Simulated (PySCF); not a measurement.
Vertical excitations of a molecule C₄H₆OS from TDA-ωB97X/def2-SVPD in PySCF 2.14.0, as energy in eV (oscillator strength): 4.29 (0.002), 5.71 (0.001), 5.92 (0.014), 7.13 (0.020), 7.40 (0.038), 7.79 (0.069), 7.90 (0.026), 8.20 (0.037), 8.27 (0.040), 8.29 (0.023). Lowest triplet (TDA): 3.77 eV. Geometry optimised at PBE-D3(BJ)/def2-SVP. Other conformers were not sampled.

Question: Which structure fits?
A. CC1=COCS1
B. O=C1CC[C@@H]1S
C. O=CSC1CC1
D. C=C1O[C@@H](C)S1

Answer: B, O=C1CC[C@@H]1S
